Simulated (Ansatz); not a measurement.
C2H6BNO can be A, `NB1CCO1`, or B, `BNC(C)=O`.

Isolated molecules relaxed with PBE0-D4/def2-TZVP in Ansatz; ΔE leaves out vibrations. CCSD(T)/CBS adds triple-zeta CCSD(T) − MP2 to the extrapolated MP2 energy (def2 sets, frozen cores). Functionals use def2-TZVPP. B3LYP here is the variant with VWN-RPA as its local correlation; programs differ in this. One conformer a species, not always the lowest.

A:

Z-matrix (Å, degrees):
```
C
O 1 1.450
B 1 2.004 2 43.7
C 1 1.535 2 94.9 3 0.1
H 1 1.093 2 110.3 3 -119.3
H 1 1.093 2 110.3 3 119.5
N 3 1.394 2 126.3 1 179.9
H 4 1.090 1 114.9 2 115.7
H 4 1.090 1 115.0 2 -116.0
H 7 1.003 3 122.9 2 -180.0
H 7 1.005 3 122.5 2 0.0
```

B:

Z-matrix (Å, degrees):
```
C
C 1 1.505
H 1 1.093 2 110.5
H 1 1.093 2 110.3 3 118.8
H 1 1.087 2 109.4 3 -120.7
N 2 1.403 1 114.1 3 -58.0
O 2 1.201 1 123.4 3 122.2
B 6 1.409 2 126.6 1 -179.7
H 6 1.009 2 114.1 1 0.2
H 8 1.195 6 117.1 2 180.0
H 8 1.188 6 119.6 2 0.0
```

Question: Which is lower in electronic energy at CCSD(T)/CBS, and by how much? (Best estimate.)

Answer: Computed: A, by 21.9 kcal/mol.

Question: Give E(B) − E(A) in kcal/mol with PBE-D4, B3LYP-D4, PBE0-D4, HF/def2-TZVPP, r2SCAN-D4, B3LYP, CCSD/def2-TZVPP. (Best estimate.)

Answer: Computed: PBE-D4 20.5, B3LYP-D4 17.8, PBE0-D4 22.5, HF/def2-TZVPP 14.8, r2SCAN-D4 20.1, B3LYP 17.9, CCSD/def2-TZVPP 21.4. None reverses the order clearly.

Largest T1 diagnostic: 0.015.

In def2-TZVPP, CCSD(T) changes the Hartree–Fock value by +6.2 kcal/mol (the triples alone add −0.4 kcal/mol) and MP2 by +7.7 kcal/mol. From PBE to PBE0 (25 % exact exchange), in def2-TZVPP and without D4, E(B) − E(A) moves by +2.1 kcal/mol.
